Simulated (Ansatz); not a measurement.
The first iterations of a band of AlH7O2Si (11 atoms, charge 0, multiplicity 1).

These are results of RHF/6-31G* (Ansatz 0.2.0), not measurements.

```
movable images  : 4
climbing image  : no
spring          : 5.0 eV/Å²
optimiser       : quadratic models (default)
start path      : through a guess of the saddle point
force threshold : 0.03 eV/Å
iteration limit : 60
end points      : relaxed
```

Initial state:

```xyz
11
Properties=species:S:1:pos:R:3
Al -0.068 0.186 0.315
O -0.672 -0.031 1.922
Si -1.500 -0.757 3.104
H -2.530 -1.678 2.577
H -0.606 -1.536 3.989
H -2.185 0.252 3.943
H 1.433 -0.277 0.035
H -1.136 0.159 -0.858
O 0.296 2.150 0.651
H 1.205 2.422 0.566
H 0.005 2.347 1.538
```

Final state:

```xyz
11
Properties=species:S:1:pos:R:3
Al -0.052 0.547 0.175
O -0.343 0.268 2.137
Si -1.457 -0.622 3.054
H -1.666 -1.864 2.310
H -0.852 -0.867 4.369
H -2.696 0.149 3.200
H 1.064 -0.502 -0.277
H -1.540 0.361 -0.368
O 0.500 2.155 0.545
H 1.287 2.513 0.165
H -0.004 1.097 2.473
```

| iteration | highest image above the first end (eV) | largest band force component (eV/Å) |
| --- | --- | --- |
| 1 | 5.317 | 42.284 |
| 2 | 2.178 | 3.340 |
| 3 | 1.038 | 2.268 |
| 4 | 0.772 | 1.376 |
| 5 | 0.603 | 0.876 |
| 6 | 0.572 | 0.489 |
| 7 | 0.571 | 0.502 |
| 8 | 0.565 | 0.401 |

Does the band converge within its limit, and where does its top end?

The run converged. It ended after 26 iterations with the highest image 0.472 eV above the first end. No image climbed, so the highest image needn't sit at the top of the path. A band with more images between the same ends climbed to 0.91 eV, so this one has probably stepped over the top. The orbitals stay closed-shell, which can raise the energy where a bond breaks towards radicals; this wasn't checked here.

Run time: 3 min on 1 thread of Arm Neoverse V1 (shared host), peak memory 0.15 GiB.
